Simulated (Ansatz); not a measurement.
The same silylene loss along the group B, Al, Ga, In.

Gas-phase electronic energies from Ansatz, PBE0-D4/def2-TZVP geometries. CCSD(T)/CBS is the MP2 limit (def2-TZVPP, def2-QZVPP) plus CCSD(T) − MP2 in def2-TZVPP, frozen cores. This one scheme is used for every species. DFT in def2-TZVPP. Elements past krypton have def2 core potentials. For Ga, In outer-core shells are correlated without core-valence functions, which leaves a few kJ/mol of doubt a bond. Scalar relativity is left out up to krypton. One conformer a species, not always the lowest.

```json
{"reaction": "`FB(F)O[SiH3]` → `OB(F)F` + `[SiH2]`", "MP2/CBS(def2) (kJ/mol)": "343", "CCSD/CBS(def2) (kJ/mol)": "321", "PBE0-D4 (kJ/mol)": "324", "CCSD(T)/CBS(def2) (kJ/mol)": "323"}
{"reaction": "`[F][Al]([F])[O][SiH3]` → `[OH][Al]([F])[F]` + `[SiH2]`", "MP2/CBS(def2) (kJ/mol)": "363", "CCSD/CBS(def2) (kJ/mol)": "342", "PBE0-D4 (kJ/mol)": "345", "CCSD(T)/CBS(def2) (kJ/mol)": "343"}
{"reaction": "`[F][Ga]([F])[O][SiH3]` → `[OH][Ga]([F])[F]` + `[SiH2]`", "MP2/CBS(def2) (kJ/mol)": "353", "CCSD/CBS(def2) (kJ/mol)": "331", "PBE0-D4 (kJ/mol)": "334", "CCSD(T)/CBS(def2) (kJ/mol)": "332"}
{"reaction": "`[F][In]([F])[O][SiH3]` → `[OH][In]([F])[F]` + `[SiH2]`", "MP2/CBS(def2) (kJ/mol)": "354", "CCSD/CBS(def2) (kJ/mol)": "332", "PBE0-D4 (kJ/mol)": "333", "CCSD(T)/CBS(def2) (kJ/mol)": "333"}
```

Largest T1 diagnostic: 0.018, for `[OH][In]([F])[F]`.
